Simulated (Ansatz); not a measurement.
Au₄⁻: single points at one geometry.

```yaml
crystal:
  periodic: [false, false, false]
  atoms:
    - {symbol: Au, position_ang: [-1.245580, -0.373206, 0.263861]}
    - {symbol: Au, position_ang: [3.339175, 1.809521, -0.884255]}
    - {symbol: Au, position_ang: [-3.324025, -1.830825, 0.885555]}
    - {symbol: Au, position_ang: [1.230431, 0.394520, -0.265161]}
basis:
  gaussian: {orbitals: def2-TZVPD, initial_orbitals: start.molden}
total_charge: -1
magnetization: {spin_polarized: true, initial_magnetization: 1}
hamiltonian: {xc: {name: wB97X-V}}
scf: {omitted_lower_state_checks: [starts]}
output: {orbitals: {seedname: orbitals}}
```

The file start.molden holds the orbitals of an earlier run on this structure, at another level or in another basis.

```sh
$ ansatz run in.yaml --threads 4 --pin off --events-out ev --progress --plain --max-ram 3916MiB
```

Output, abridged:

```
Functional definition: wB97X-V
1472 factors; their error is unknown
320 factors; integrals over basis functions are off by at most 1.5e-5 eV
mean field evaluation 1: about -14773.9250 eV, gradient 5.1e0 eV
mean field evaluation 2: about -14774.0436 eV, gradient 2.4e-1 eV
mean field evaluation 4: about -14774.1395 eV, gradient 5.3e-2 eV
mean field -14774.13953745 eV, -542.9396137299 hartree, gradient 5.2e-5 eV, S^2 0.812708; 0 other end points of the search recorded, 0 dependent functions left out
reference -14774.13953668 eV, -542.9396137016 hartree; 39, 38 occupied and 133, 134 virtual orbitals, 1472 factors
Total energy: -14774.13953668 eV, -542.9396137016 hartree
Checks for a lower state left out: starts
```

It took 15 s on 4 threads of Arm Neoverse V2 on a shared host, peak host memory 1 GiB.

As the first input, with `hamiltonian: {xc: pbe, dispersion: d4}` (abridged; 3.5 s):

```
Functional definition: PBE
mean field -14783.92423372 eV, -543.2991946854 hartree, gradient 5.8e-5 eV, S^2 0.753321
Total energy: -14784.10489436 eV, -543.3058338416 hartree
Checks for a lower state left out: starts
```

First input, but with `hamiltonian: {xc: {name: B2PLYP}}` and without the key `output` (abridged; 10 s):

```
Functional definition: B2PLYP
mean field -14742.26103973 eV, -541.7681005465 hartree, gradient 1.9e-6 eV, S^2 0.803347
second order -57.80895009 eV of doubles, -0.00000000 eV of singles
Total energy: -14757.86961191 eV, -542.3417049944 hartree
Checks for a lower state left out: starts
```

The first input with `correlation: {method: mp2}` and without the key `hamiltonian` (abridged; 4.5 s):

```
Functional definition: HF
mean field -14674.85958136 eV, -539.2911426378 hartree, gradient 3.3e-6 eV, S^2 0.998378
second order -48.25637357 eV of doubles, -0.00000000 eV of singles
Total energy: -14723.11595492 eV, -541.0645316571 hartree
Checks for a lower state left out: starts
```

The first input with `hamiltonian: {xc: {name: CAM-B3LYP}, dispersion: d4}` (abridged; 7.5 s):

```
Functional definition: CAM-B3LYP
mean field -14773.47633486 eV, -542.9152414842 hartree, gradient 2.0e-5 eV, S^2 0.792116
Total energy: -14773.64963669 eV, -542.9216102091 hartree
Checks for a lower state left out: starts
```

Geometry: PBE0-D4/def2-SVPD.

In the def2 sets Au takes a core potential; there is no spin–orbit coupling. Correlated methods freeze no core orbitals; core or outer-core shells of Au are correlated, in sets that lack core-valence functions. At MP2/def2-TZVPD the charge -1 doublet is spin-contaminated (final ⟨S²⟩ up to 1.00, 0.75 for a pure state). The structure comes from a short search, and lower isomers may exist.
